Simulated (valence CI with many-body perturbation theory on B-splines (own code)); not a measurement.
## Level structure of Hg⁸⁺

Method: valence CI with perturbative core correlation (CI+MBPT): four valence electrons over a frozen Dirac-Fock core [Xe] 4f14, radial functions for each j: 9 s, 9 p, 10 d, 8 f, 5 g, 3 h, 1 i, with the one-electron correlation potential Σ1 (screened to all orders), the two-electron term Σ2, the three-electron term Σ3, Breit, model QED; selected single and double excitations, second order for the rest, scaled by the run's own slope (own B-spline code, finite nucleus).

No measured spectrum was set against this ion. As an estimate, terms of the open shell hold to 2 to 4 % of their energy, and close levels can change places; different configurations can be misplaced against each other by 1,000 to 8,000 cm⁻¹. Core correlation moves these levels by up to 17000 cm⁻¹, and in measured spectra 5 to 20 % of such shifts remained as error; rates that hang on mixing are uncertain with them. Only levels of the ground parity were solved; by the run's estimate the other parity begins above the list, which can be wrong where configurations are misplaced.

Levels 1 to 45 of 67, with energies above the lowest level, (5d3/2^4) J=0. "Leading %" is the weight of the configuration and term that name the level; weights of strongly mixed levels are sums over their largest components and can fall short. In the jj column 3d3/2^4 stands for four electrons in 3d with j = 3/2. Lifetimes count E1, E2, E3, M1 and M2 decay at the calculated energies, and are blank where another channel may lead or the interval is too uncertain; long ones can be off by a factor of two.

```csv
No.,Configuration,Term,J,E (cm⁻¹),Leading %,Second component,Lifetime,Leading jj
1,5d4,5D,0,0.0,49,44 % 5d4 3P,,5d3/2^4 (87 %)
2,5d4,5D,1,11970,77,22 % 5d4 3P,16.8 ms,5d3/2^3 5d5/2 (90 %)
3,5d4,5D,2,20176,83,5 % 5d4 3P,43.4 ms,5d3/2^3 5d5/2 (49 %)
4,5d4,5D,3,25183,69,15 % 5d4 3F,230 ms,5d3/2^3 5d5/2 (49 %)
5,5d4,5D,4,25953,33,30 % 5d4 3F,151 s,5d3/2^3 5d5/2 (80 %)
6,5d4,5D,0,36746,48,35 % 5d4 3P,2.00 ms,5d3/2^2 5d5/2^2 (83 %)
7,5d4,3H,4,38441,46,38 % 5d4 5D,12.8 ms,5d3/2^2 5d5/2^2 (76 %)
8,5d4,3G,3,42809,60,18 % 5d4 5D,7.40 ms,5d3/2^2 5d5/2^2 (57 %)
9,5d4,3F,2,43631,50,22 % 5d4 1D,4.27 ms,5d3/2^2 5d5/2^2 (60 %)
10,5d4,3H,5,46282,73,27 % 5d4 3G,17.8 ms,5d3/2^2 5d5/2^2 (98 %)
11,5d4,3P,1,47908,64,21 % 5d4 3D,3.62 ms,5d3/2^2 5d5/2^2 (78 %)
12,5d4,3H,6,49803,63,37 % 5d4 1I,2.14 s,5d3/2^2 5d5/2^2 (94 %)
13,5d4,3G,4,54033,65,26 % 5d4 1G,25.7 ms,5d3/2^2 5d5/2^2 (89 %)
14,5d4,3D,2,55099,43,34 % 5d4 3P,21.9 ms,5d3/2^2 5d5/2^2 (86 %)
15,5d4,3F,3,56095,41,40 % 5d4 3D,8.09 ms,5d3/2^2 5d5/2^2 (78 %)
16,5d4,3F,4,60547,43,23 % 5d4 5D,3.08 ms,5d3/2 5d5/2^3 (62 %)
17,5d4,3F,3,65559,46,23 % 5d4 3G,2.32 ms,5d3/2 5d5/2^3 (84 %)
18,5d4,1D,2,66643,35,32 % 5d4 3P,2.51 ms,5d3/2^2 5d5/2^2 (57 %)
19,5d4,3G,5,69885,73,27 % 5d4 3H,5.52 ms,5d3/2 5d5/2^3 (98 %)
20,5d4,3D,1,71112,76,17 % 5d4 3P,1.71 ms,5d3/2 5d5/2^3 (84 %)
21,5d4,1I,6,71916,62,37 % 5d4 3H,5.47 ms,5d3/2 5d5/2^3 (94 %)
22,5d4,3F,4,75987,50,38 % 5d4 1G,5.48 ms,5d3/2^2 5d5/2^2 (72 %)
23,5d4,3P,2,77982,58,24 % 5d4 3D,4.04 ms,5d3/2^2 5d5/2^2 (53 %)
24,5d4,1S,0,80262,63,36 % 5d4 3P,2.33 ms,5d3/2 5d5/2^3 (81 %)
25,5d4,1F,3,82473,50,28 % 5d4 3D,3.16 ms,5d3/2 5d5/2^3 (88 %)
26,5d4,3F,2,84338,47,40 % 5d4 3P,2.96 ms,5d3/2^2 5d5/2^2 (52 %)
27,5d4,3F,3,95939,72,24 % 5d4 1F,3.82 ms,5d3/2 5d5/2^3 (97 %)
28,5d4,1G,4,95999,50,35 % 5d4 3F,1.33 ms,5d5/2^4 (64 %)
29,5d4,3P,1,96483,95,,2.10 ms,5d3/2 5d5/2^3 (94 %)
30,5d4,1D,2,97637,44,28 % 5d4 3F,2.12 ms,5d5/2^4 (48 %)
31,5d4,3P,0,100450,68,30 % 5d4 1S,3.59 ms,5d3/2^2 5d5/2^2 (55 %)
32,5d4,1G,4,101200,52,37 % 5d4 3F,2.03 ms,5d3/2 5d5/2^3 (74 %)
33,5d4,1D,2,119070,81,8 % 5d4 3D,1.43 ms,5d3/2 5d5/2^3 (41 %)
34,5d4,1S,0,146970,83,16 % 5d4 3P,723 μs,5d5/2^4 (53 %)
35,5d3 6s,5F,1,233590,78,19 % 5d3 6s 3D,13.8 μs,5d3/2^3 6s (77 %)
36,5d3 6s,5F,2,237910,63,16 % 5d3 6s 3D,10.7 μs,5d3/2^3 6s (70 %)
37,5d3 6s,5F,3,249250,86,6 % 5d3 6s 3D,11.8 μs,5d3/2^2 5d5/2 6s (87 %)
38,5d3 6s,5F,2,254840,28,28 % 5d3 6s 3F,7.93 μs,5d3/2^2 5d5/2 6s (69 %)
39,5d3 6s,5F,4,257080,73,18 % 5d3 6s 3G,11.3 μs,5d3/2^2 5d5/2 6s (65 %)
40,5d3 6s,5P,1,260170,62,27 % 5d3 6s 3P,9.76 μs,5d3/2^2 5d5/2 6s (90 %)
41,5d3 6s,3F,2,261270,43,37 % 5d3 6s 5P,6.91 μs,5d3/2^2 5d5/2 6s (97 %)
42,5d3 6s,5F,5,261580,46,37 % 5d3 6s 3G,10.0 μs,5d3/2^2 5d5/2 6s (75 %)
43,5d3 6s,3G,3,265640,46,46 % 5d3 6s 3F,7.25 μs,5d3/2^2 5d5/2 6s (89 %)
44,5d3 6s,3H,4,268000,45,21 % 5d3 6s 1G,7.73 μs,5d3/2^2 5d5/2 6s (92 %)
45,5d3 6s,1P,1,268890,31,31 % 5d3 6s 3P,6.97 μs,5d3/2^2 5d5/2 6s (77 %)
```

The ionisation energy to 5d3 4F_3/2 of the next ion comes out as 135.2 eV (NIST: 134 ± 2.2 eV (theoretical)). All 67 levels together are meant to be complete up to 311620 cm⁻¹.
